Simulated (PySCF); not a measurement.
Working with the constants of TlS

UHF-CCSD(T) constants of TlS, ²Π (doublet), unpaired electrons π ↑ (PySCF, scalar-relativistic core potentials, basis sets Tl aug-cc-pVDZ-PP with ECP60, S aug-cc-pV(D+d)Z; masses 204.9744 and 31.9721 u):

- ωe: 256.6 cm⁻¹
- ωexe: 0.742 cm⁻¹
- Be: 0.086704 cm⁻¹
- αe: 0.000361 cm⁻¹
- D (centrifugal): 3.96e-08 cm⁻¹
- De to Tl + S: 2.71 eV

Give the vibrational terms G(v) and spacings up to v = 6.

G(v) = ωe(v+½) − ωexe(v+½)².

```
v  G(v) (cm⁻¹)  G(v) − G(v−1)  Bv (cm⁻¹)
0        128.1                   0.08652
1        383.2          255.1    0.08616
2        636.9          253.6    0.08580
3        889.0          252.1    0.08544
4       1139.7          250.7    0.08508
5       1388.9          249.2    0.08472
6       1636.6          247.7    0.08436
```

How well does the Morse estimate ωe²/(4ωexe) reproduce De, and what is D0?

It gives 2.75 eV, 101 % of the computed De. D0 = De − G(0) = 2.71 − 0.02 = 2.69 eV.

Correlated steps freeze 9 core orbitals. Correlated levels converge slowly with the basis: in double zeta they bind strong bonds too weakly, by up to about 1 eV, and carry superposition errors of some tenths. These are scalar-relativistic numbers at best; spin–orbit coupling would shift them, the dissociation energy most. The state is the lowest determinant that a PBE0 search found; another state may lie lower at other levels.
